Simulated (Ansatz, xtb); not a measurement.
## ClH3InSi2: where a starting geometry ends

The starting geometry of this gas-phase doublet was built from a drawn formula by distance geometry; its bonds are those of `[SiH2][InH][Si]Cl`.

```xyz
7

Cl    1.2857    2.9962    1.0094
In    0.7520   -0.3016   -0.4963
Si   -1.0114   -1.0368    0.7970
Si    1.0995    1.9015   -0.7266
H    -2.1133   -1.8084    0.1313
H    -1.6178   -0.5501    2.1010
H     2.1956   -1.2213   -0.7649
```

Question: Where would you expect an optimisation with r2SCAN-D4/def2-SVP to take it?

Answer: New bonds form, giving a structure with Cl1 bridging In2 and Si4, given below by its coordinates. Distances that change by over a tenth: Cl1–Si4 (2.06 → 2.32 Å), In2–Si3 (2.31 → 2.55 Å), In2–Si4 (2.24 → 3.04 Å). Contacts that close: Cl1–In2 (3.66 → 2.72 Å), Si3–Si4 (3.93 → 2.39 Å).

The energy falls by 2.69 eV over 31 steps:

| step | E − E(last) (eV) |
| --- | --- |
| 1 | 2.690 |
| 4 | 1.191 |
| 8 | 1.097 |
| 11 | 1.051 |
| 14 | 0.952 |
| 18 | 0.844 |
| 21 | 0.738 |
| 24 | 0.063 |
| 28 | 0.002 |
| 31 | 0.000 |

Final geometry (Å):

```xyz
7

Cl    1.3953    1.8129    0.7706
In    1.2964   -0.8117    0.0732
Si   -1.1226   -0.2172    0.6048
Si   -0.3551    1.6073   -0.7332
H    -2.1024   -1.1930    0.0295
H    -1.2813   -0.1543    2.0930
H     2.7600   -1.0646   -0.7869
```

From the same start GFN2-xTB ends elsewhere, differing in In2–Si4 (2.74 against 3.04 Å here), In2–H7 (3.61 against 1.72 Å here), Si3–Si4 (5.27 against 2.39 Å here), Si4–H7 (1.50 against 4.10 Å here).

No frequencies were run, so the end isn't proven a minimum. Open shells are spin-unrestricted. Atoms past krypton carry core potentials, without spin–orbit terms. Run with Ansatz 0.2.0, 2.4 min on 2 threads of Intel(R) Xeon(R) 6975P-C (Granite Rapids), on a shared host.
